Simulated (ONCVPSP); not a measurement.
Scattering properties, ONCV potential for Al (Z = 13)

ONCVPSP 4.0.1 input, shortened (lines: element, Z, core and valence counts, functional; n l f; lmax; l rc ep ncon nbas qcut; lloc lpopt rc5 dvloc0; l nproj debl; icmod fcfact rcfact), BLYP, fully relativistic:

```
  Al 13.00    1    3  -106131      upf
    1    0    2.00
    2    0    2.00
    2    1    6.00
    3    0    1.50
    1
    0    1.05    0.00    4    8    9.80
    1    0.75    0.00    4    7   22.30
    4    5    0.60    0.00
    0    2    1.70
    1    1    1.60
    0    0.00    0.00
```

Open shells are filled in proportion to 2j + 1.

The phase is arctan(r·R′/R) of the radial function R(r), unwrapped; energies in Ha, scanned from -6 to 5 Ha. A pole is an energy at which the radial function vanishes at the test radius. The pseudo phase is shifted by a multiple of π to meet the all-electron one at the reference energy, and phase errors are pseudo minus all-electron; the curves can meet again beyond the range given. Levels narrower than the energy grid can be missing from the lists of poles.

| channel | radius (bohr) | reference energy (Ha) | poles, all-electron | poles, pseudo | unbroken range about the reference energy with phases within 0.05 rad | phase error 1 Ha above the reference energy (rad) |
| --- | --- | --- | --- | --- | --- | --- |
| s | 1.07 | -0.70 | -3.56 | -3.56 | the whole range | -0.000 |
| p3/2 | 0.76 | -3.08 | 0.12 | 0.16 | the whole range | +0.001 |
| p1/2 | 0.76 | -3.09 | 0.09 | 0.13 | the whole range | +0.001 |

Phases in the p1/2 channel:

```json
{"E (Ha)": "-5.96", "all-electron": "0.158", "pseudo": "0.162"}
{"E (Ha)": "-5.68", "all-electron": "0.021", "pseudo": "0.025"}
{"E (Ha)": "-5.40", "all-electron": "-0.127", "pseudo": "-0.123"}
{"E (Ha)": "-5.12", "all-electron": "-0.280", "pseudo": "-0.277"}
{"E (Ha)": "-4.84", "all-electron": "-0.432", "pseudo": "-0.430"}
{"E (Ha)": "-4.56", "all-electron": "-0.577", "pseudo": "-0.575"}
{"E (Ha)": "-4.28", "all-electron": "-0.710", "pseudo": "-0.709"}
{"E (Ha)": "-4.00", "all-electron": "-0.829", "pseudo": "-0.828"}
{"E (Ha)": "-3.72", "all-electron": "-0.933", "pseudo": "-0.933"}
{"E (Ha)": "-3.44", "all-electron": "-1.024", "pseudo": "-1.024"}
{"E (Ha)": "-3.16", "all-electron": "-1.103", "pseudo": "-1.103"}
{"E (Ha)": "-2.88", "all-electron": "-1.172", "pseudo": "-1.172"}
{"E (Ha)": "-2.60", "all-electron": "-1.232", "pseudo": "-1.232"}
{"E (Ha)": "-2.32", "all-electron": "-1.285", "pseudo": "-1.284"}
{"E (Ha)": "-2.04", "all-electron": "-1.331", "pseudo": "-1.331"}
{"E (Ha)": "-1.76", "all-electron": "-1.373", "pseudo": "-1.372"}
{"E (Ha)": "-1.48", "all-electron": "-1.411", "pseudo": "-1.409"}
{"E (Ha)": "-1.20", "all-electron": "-1.445", "pseudo": "-1.443"}
{"E (Ha)": "-0.92", "all-electron": "-1.476", "pseudo": "-1.474"}
{"E (Ha)": "-0.64", "all-electron": "-1.505", "pseudo": "-1.502"}
{"E (Ha)": "-0.36", "all-electron": "-1.531", "pseudo": "-1.529"}
{"E (Ha)": "-0.08", "all-electron": "-1.556", "pseudo": "-1.554"}
{"E (Ha)": "0.20", "all-electron": "-1.580", "pseudo": "-1.577"}
{"E (Ha)": "0.48", "all-electron": "-1.603", "pseudo": "-1.599"}
{"E (Ha)": "0.76", "all-electron": "-1.625", "pseudo": "-1.620"}
{"E (Ha)": "1.04", "all-electron": "-1.645", "pseudo": "-1.640"}
{"E (Ha)": "1.32", "all-electron": "-1.666", "pseudo": "-1.660"}
{"E (Ha)": "1.60", "all-electron": "-1.686", "pseudo": "-1.679"}
{"E (Ha)": "1.88", "all-electron": "-1.706", "pseudo": "-1.698"}
{"E (Ha)": "2.16", "all-electron": "-1.726", "pseudo": "-1.717"}
{"E (Ha)": "2.44", "all-electron": "-1.745", "pseudo": "-1.736"}
{"E (Ha)": "2.72", "all-electron": "-1.765", "pseudo": "-1.754"}
{"E (Ha)": "3.00", "all-electron": "-1.786", "pseudo": "-1.773"}
{"E (Ha)": "3.28", "all-electron": "-1.806", "pseudo": "-1.792"}
{"E (Ha)": "3.56", "all-electron": "-1.828", "pseudo": "-1.812"}
{"E (Ha)": "3.84", "all-electron": "-1.850", "pseudo": "-1.832"}
{"E (Ha)": "4.12", "all-electron": "-1.873", "pseudo": "-1.853"}
{"E (Ha)": "4.40", "all-electron": "-1.898", "pseudo": "-1.875"}
{"E (Ha)": "4.68", "all-electron": "-1.924", "pseudo": "-1.897"}
{"E (Ha)": "4.96", "all-electron": "-1.951", "pseudo": "-1.921"}
```
